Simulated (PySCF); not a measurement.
**CH6Ge: calculation against experiment**

**The experiment to reproduce.**

NIST CCCBDB Release 22 (SRD 101), experimental dipoles lists, for the gas: dipole moment (microwave Stark effect) 0.643 D.

The runs below try to reproduce these values; the comparison stands at the end.

Species: CH₆Ge.
Numbering: `[CH3:1][GeH3:2]` (hydrogens: H3, H4, H5 on C1; H6, H7, H8 on Ge2)

Structure used (PBE0-D3(BJ)/def2-SVP), in Å, numbered top down from 1:
```xyz
8
CH6Ge angstrom
C     -0.7863    0.0705   -0.0627
Ge     1.1613    0.2034   -0.0141
H     -1.1494    0.1490   -1.0976
H     -1.2410    0.8792    0.5274
H     -1.1159   -0.8928    0.3514
H      1.6771    0.0103    1.4255
H      1.7943   -0.8784   -0.9112
H      1.6185    1.5868   -0.5167
```

The PySCF runs (gas phase, on this PBE0-D3(BJ)/def2-SVP geometry; no spin–orbit coupling):

| level | job | basis functions | wall time |
| --- | --- | --- | --- |
| PBE0-D3(BJ)/def2-SVP, grid level 1 | geometry optimisation from a GFN2-xTB start shaken at random | 76 | 14 s |

Hardware: an Arm Neoverse N1 with one thread (shared host).

Results beside the measurements:

**Dipole moment.** Measured: 0.643 D (NIST CCCBDB Release 22 (SRD 101), experimental dipoles).

```csv
level,computed (D),computed − measured (D),% (from the printed values)
PBE0-D3(BJ)/def2-SVP,0.730,+0.087,+14
```

The computed dipoles belong to one fixed geometry; measured ones are averaged over vibrations unless marked μe. Magnitudes are compared, not signs.

The geometry is computed, not the measured one. Where a level misses, the cause wasn't examined.
